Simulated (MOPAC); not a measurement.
MOPAC input (PM6):

```
PM6 1SCF UHF MS=0.5 GEO-OK AUX(PRECISION=9) THREADS=1
ClSe

Se   -0.00000000 1   -0.00000000 1   -0.68077172 1
Cl    0.00000000 1    0.00000000 1    1.36154344 1
```

From the last part of the output:

```
                                                       MOPAC v23.2.5 Linux

          FINAL HEAT OF FORMATION =         27.40506 KCAL/MOL =     114.66278 KJ/MOL

          COSMO AREA              =         84.26 SQUARE ANGSTROMS
          COSMO VOLUME            =         68.52 CUBIC ANGSTROMS

          IONIZATION POTENTIAL    =          8.494767 EV
          ALPHA SOMO LUMO (EV)    =         -9.005 -1.878
          BETA  SOMO LUMO (EV)    =         -8.495 -2.714
          NO. OF ALPHA ELECTRONS  =          7
          NO. OF BETA  ELECTRONS  =          6
          MOLECULAR WEIGHT        =        114.4130         POINT GROUP:  C*v

          MOLECULAR DIMENSIONS (Angstroms)

            Atom       Atom       Distance
           Cl     2   Se     1     2.04232
           Cl     2   Se     1     0.00000
           Se     1   Cl     2     0.00000

          SCF CALCULATIONS        =          1

   ATOM   CHEMICAL          X               Y               Z
  NUMBER   SYMBOL      (ANGSTROMS)     (ANGSTROMS)     (ANGSTROMS)

     1      Se         -0.00000000  *  -0.00000000  *  -0.68077172  *
     2      Cl          0.00000000  *   0.00000000  *   1.36154344  *

                             CARTESIAN COORDINATES

   1   Se       -0.000000000    -0.000000000    -0.680771720
   2   Cl        0.000000000     0.000000000     1.361543440

           Empirical Formula: Se Cl  =     2 atoms

      MOLECULAR POINT GROUP   :   C*v

          ALPHA EIGENVALUES
 -26.94904 -23.55120 -14.83381 -13.27568 -12.83286  -9.92065  -9.00464  -1.87752
  86.81210  86.99519  87.20256  87.83720  87.85097

           BETA EIGENVALUES
 -26.55841 -20.94189 -14.44011 -12.68072 -12.27311  -8.49477  -2.71428  -1.44019
  86.81512  87.11832  87.17010  87.97191  87.97414

              NET ATOMIC CHARGES AND DIPOLE CONTRIBUTIONS

  ATOM NO.   TYPE          CHARGE      No. of ELECS.   s-Pop       p-Pop       d-Pop
    1         Se           0.102321        5.8977     1.99496     3.90272
    2         Cl          -0.102321        7.1023     1.99321     5.10605     0.00306
 DIPOLE           X         Y         Z       TOTAL
 POINT-CHG.     0.000     0.000    -1.004     1.004
 HYBRID        -0.000    -0.000     0.316     0.316
 SUM           -0.000    -0.000    -0.688     0.688

          ATOMIC ORBITAL ELECTRON POPULATIONS

     Atom    s        px        py        pz      x^2-y^2     xz        z^2       yz        xy
    1 Se   1.99496   1.99843   1.11567   0.78862
    2 Cl   1.99321   1.99999   1.88335   1.22272   0.00000   0.00158   0.00050   0.00098   0.00000

                    (SZ)    =    0.500000
                    (S**2)  =    0.752111

          ATOMIC ORBITAL SPIN POPULATIONS

    Atom   Total    s     px     py     pz   x^2-y^2  xz     z^2    yz     xy
         Atomic
    1 Se  0.9261  0.000  0.000  0.883  0.043
    2 Cl  0.0739  0.001  0.000  0.117 -0.044 -0.000 -0.000  0.000  0.001 -0.000

 **********************
 *                    *
 * JOB ENDED NORMALLY *
 *                    *
 **********************

 == MOPAC DONE ==
```
